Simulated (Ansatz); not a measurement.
MgF, SMILES [F][Mg], multiplicity 2.

Coordinates come from a PBE0-D3(BJ)/def2-TZVPD optimisation. The spin state was assumed, not searched.

Two levels are set side by side: PBE/def2-TZVPD (Ansatz, a program for electronic structure) and PBE0/def2-TZVPD (Ansatz). Energy differences of separate SCF runs at the same geometry; the states with an electron removed or added have multiplicity 1 and 1. Differences are taken from unrounded values.

| quantity | PBE0 |
|---|---|
| vertical ionisation energy (eV) | 8.01 |
| vertical electron affinity (eV) | 1.23 |

**Question.** What does PBE give, and how far is it from PBE0? (The exact figures need the calculation; the answer reports its results.)

**Answer.** 
```
quantity                          PBE  PBE minus PBE0
-------------------------------  ----  --------------
vertical ionisation energy (eV)  7.98           -0.03
vertical electron affinity (eV)  1.27            0.04
```
